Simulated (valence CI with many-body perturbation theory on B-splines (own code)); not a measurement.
# Energy levels of Os⁴⁴⁺

Computed by configuration interaction combined with many-body perturbation theory (CI+MBPT): four valence electrons over a frozen Dirac-Fock core [Ar] 3d10, a basis of 11 s, 11 p, 10 d, 8 f, 5 g, 2 h functions for each j, with the one-electron correlation potential Σ1 (screened to all orders), the two-electron term Σ2, the three-electron term Σ3, Breit, model QED; selected single and double excitations, second order for the rest, scaled by the run's own slope (own B-spline code, finite nucleus).

No measured spectrum was set against this ion. As an estimate, large intervals hold to a few tenths of a per cent, small ones and those within an open d or f shell to about a per cent. Among the levels kept, up to 430 cm⁻¹ of a level comes from second order outside the variational space, and about a tenth of that is noise between levels of different J, which matters for small intervals.

Levels 46 to 90 of 188, with energies above the lowest level, (4s^2 4p1/2^2) J=0. "Leading %" is the weight of the configuration and term that name the level; weights of strongly mixed levels are sums over their largest components and can fall short. In the jj column 3d3/2^4 stands for four electrons in 3d with j = 3/2.

```
No.  Configuration  Term  J  E (eV)  Leading %                   Leading jj      g
 46      4s.4p2.4d    5P  1  489.95         26  4s 4p1/2 4p3/2 4d3/2 (94 %)  1.570
 47      4s.4p2.4d    3D  2  490.28         27  4s 4p1/2 4p3/2 4d3/2 (87 %)  1.427
 48      4s.4p2.4d    3D  1  492.43         34  4s 4p1/2 4p3/2 4d3/2 (89 %)  1.060
 49      4s.4p2.4d    3G  3  497.88         36  4s 4p1/2 4p3/2 4d3/2 (75 %)  0.898
 50      4s.4p2.4d    3G  5  498.85         56  4s 4p1/2 4p3/2 4d5/2 (98 %)  1.282
 51      4s.4p2.4d    3P  2  499.84         38  4s 4p1/2 4p3/2 4d5/2 (92 %)  1.355
 52      4s.4p2.4d    3D  1  502.05         55  4s 4p1/2 4p3/2 4d3/2 (60 %)  0.962
 53      4s.4p2.4d    3F  3  506.37         36  4s 4p1/2 4p3/2 4d5/2 (89 %)  1.241
 54      4s.4p2.4d    3P  0  508.26         78  4s 4p1/2 4p3/2 4d3/2 (82 %)       
 55      4s.4p2.4d    3P  1  509.96         47  4s 4p1/2 4p3/2 4d5/2 (44 %)  1.197
 56      4s.4p2.4d    3P  2  510.90         23  4s 4p1/2 4p3/2 4d5/2 (54 %)  1.106
 57      4s.4p2.4d    3D  3  511.93         54  4s 4p1/2 4p3/2 4d5/2 (84 %)  1.259
 58      4s.4p2.4d    1D  2  512.96         29  4s 4p1/2 4p3/2 4d3/2 (50 %)  1.032
 59      4s.4p2.4d    1G  4  513.41         49  4s 4p1/2 4p3/2 4d5/2 (87 %)  1.137
 60      4s.4p2.4d    3D  1  520.40         49  4s 4p1/2 4p3/2 4d5/2 (93 %)  0.828
 61      4s.4p2.4d    3D  3  520.50         36  4s 4p1/2 4p3/2 4d5/2 (86 %)  1.207
 62      4s.4p2.4d    3F  4  520.90         42  4s 4p1/2 4p3/2 4d5/2 (84 %)  1.151
 63      4s.4p2.4d    3P  1  526.72         34  4s 4p1/2 4p3/2 4d5/2 (95 %)  1.373
 64      4s.4p2.4d    3D  2  527.83         46  4s 4p1/2 4p3/2 4d5/2 (92 %)  1.164
 65      4s.4p2.4d    3P  0  527.94         44  4s 4p1/2 4p3/2 4d5/2 (83 %)       
 66      4s.4p2.4d    1F  3  529.85         38  4s 4p1/2 4p3/2 4d5/2 (87 %)  1.069
 67      4s.4p2.4d    3P  2  532.29         36  4s 4p1/2 4p3/2 4d5/2 (87 %)  1.146
 68            4p4    1D  2  555.19         56         4p1/2 4p3/2^3 (76 %)  1.106
 69            4p4    3P  1  555.83         79         4p1/2 4p3/2^3 (79 %)  1.390
 70        4s2.4d2    3F  2  559.10         63          4s^2 4d3/2^2 (84 %)  0.803
 71        4s2.4d2    3P  0  566.82         65          4s^2 4d3/2^2 (85 %)       
 72        4s2.4d2    3F  3  575.46         72      4s^2 4d3/2 4d5/2 (72 %)  1.104
 73      4s.4p2.4f   3F°  3  576.79         14      4s 4p1/2^2 4f5/2 (80 %)  1.067
 74        4s2.4d2    1G  4  577.41         50      4s^2 4d3/2 4d5/2 (65 %)  1.073
 75      4s.4p2.4f   3F°  2  578.47         38      4s 4p1/2^2 4f5/2 (94 %)  0.631
 76        4s2.4d2    3P  2  578.55         32      4s^2 4d3/2 4d5/2 (68 %)  1.218
 77        4s2.4d2    3P  1  579.50         64      4s^2 4d3/2 4d5/2 (64 %)  1.613
 78      4s2.4p.4f    3F  3  582.55         30      4s^2 4p3/2 4f5/2 (67 %)  1.028
 79      4s2.4p.4f    3F  4  585.20         43      4s^2 4p3/2 4f7/2 (45 %)  1.181
 80      4s.4p2.4f   3F°  4  586.17         34      4s 4p1/2^2 4f7/2 (95 %)  1.271
 81      4s2.4p.4f    3F  2  586.47         32      4s^2 4p3/2 4f5/2 (70 %)  0.992
 82      4s.4p2.4f   3G°  3  586.88         18      4s 4p1/2^2 4f7/2 (80 %)  1.022
 83        4s2.4d2    3F  4  588.64         38          4s^2 4d5/2^2 (43 %)  1.239
 84      4s2.4p.4f    3D  1  589.48         80      4s^2 4p3/2 4f5/2 (80 %)  0.517
 85         4p3.4d   3F°  2  590.48         31   4p1/2^2 4p3/2 4d3/2 (89 %)  1.003
 86      4s2.4p.4f    3D  3  592.32         32      4s^2 4p3/2 4f7/2 (72 %)  1.167
 87      4s2.4p.4f    3G  5  592.41         74      4s^2 4p3/2 4f7/2 (74 %)  1.232
 88         4p3.4d   3P°  0  593.83         57   4p1/2^2 4p3/2 4d3/2 (93 %)       
 89         4p3.4d   3D°  1  596.28         30   4p1/2^2 4p3/2 4d3/2 (94 %)  1.132
 90      4s2.4p.4f    3D  2  596.63         23      4s 4p3/2^2 4d3/2 (37 %)  1.211
```
